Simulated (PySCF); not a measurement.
2-bromofuran (C4H3BrO), SMILES Brc1ccco1.

Geometry optimised at ωB97X-D3(BJ)/def2-SVP.

Method: PBE/def2-TZVP (PySCF).

Symmetry labels are those of the subgroup Cs that the program uses (full group Cs).

Q: List the valence orbital energies around the gap with their symmetry. (Estimate from the structure and the level; the computed values follow.)

A: 
```tsv
orbital	symmetry	energy (eV)
HOMO−7	A'	-11.07
HOMO−6	A'	-10.19
HOMO−5	A'	-9.96
HOMO−4	A'	-9.32
HOMO−3	A"	-8.02
HOMO−2	A'	-7.39
HOMO−1	A"	-7.13
HOMO	A"	-5.57
LUMO	A"	-1.02
LUMO+1	A'	-0.86
LUMO+2	A"	0.28
LUMO+3	A'	1.12
```
